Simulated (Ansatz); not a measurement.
Relaxed structures of SiH2TeO, closed shell (PBE0-D4/def2-TZVP; forces vanish, vibrations not checked; lower isomers may exist, and structures with a doubtful reference or unclear bonds are left out; Å). Ansatz 0.2.0; basis: def2-TZVPP; cores frozen in the correlated methods. Filled d shells of the heavier atoms are correlated. Core potentials replace the inner electrons of the atoms past krypton. The def2 sets are not built for correlating such inner shells, so the correlated values are less sure here.

Question: Rank them by CCSD(T) energy, lowest first, and give each one's height above the lowest. Links in brackets join atoms within 1.22 times the sum of their covalent radii (1.1 for two metals). (To be estimated.)
A.
SiH₂TeO ([O]1[SiH2][Te]1)
```
5
angstrom
O 0.9650 -0.9374 -0.1134
Si -0.0917 0.3105 -0.2035
Te -0.2506 -1.3319 1.5542
H -1.0575 0.2967 -1.3241
H 0.4349 1.6622 0.0868
```
B.
SiH₂TeO ([O][SiH][TeH])
```
5
angstrom
O 1.2829 -0.4340 -1.0339
Si 0.1272 -0.4476 -0.0512
Te -0.0129 -1.9851 1.8431
H -1.0544 0.4533 -0.1039
H -1.4646 -1.3077 2.2752
```
C.
SiH₂TeO ([OH]1[SiH][Te]1)
```
5
angstrom
O 0.8857 -1.0237 -0.3147
Si -0.3449 0.3854 -0.3909
Te -0.0780 -1.2956 1.5680
H 1.7955 -0.7442 -0.1490
H 0.6703 1.3926 0.1551
```

Answer: The calculation gives: B (0.0 kJ/mol), A (44.8 kJ/mol), C (152.8 kJ/mol). Heights count from the lowest.

The T1 diagnostic stays at or below 0.018. The restricted Hartree–Fock reference is unstable towards an unrestricted one at one or more of these structures.

For scale, one of the runs: CCSD(T)/def2-TZVPP, 151 basis functions, launched by `ansatz run in.yaml --threads 2 --pin off --events-out ev --progress --plain --max-ram 4352MiB`. The run took 12 s on 2 CPU threads of an Intel Xeon 6975P-C (shared host), with 1.1 GiB of host memory at its peak.
